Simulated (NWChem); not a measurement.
Species: BeCl, doublet; SMILES [Be][Cl]

```xyz
2

Be     0.0000     0.0000    -1.4690
Cl     0.0000     0.0000     0.3691
```
Atoms are numbered in this order, from 1.

Program: NWChem. Pople sets run with spherical d functions. Spin-unrestricted. Coordinates come from a PBE0/def2-SVP, spin-unrestricted optimisation. This spin state was assumed; another may lie lower. No stability test was run on the SCF state. Vzz is the largest principal value of the second derivative of the potential at the nucleus (NWChem prints the opposite sign); η is the asymmetry. Non-relativistic.

For level CAM-B3LYP/def2-SVP:

```
Quantity        Result
--------------  ------
Vzz Be1 (a.u.)  -0.121
Vzz Cl2 (a.u.)   0.868
```

**Question.** What are these values for level CAM-B3LYP/6-31G*?

**Answer.** 
- Vzz Be1 (a.u.): -0.146
- Vzz Cl2 (a.u.): 0.946
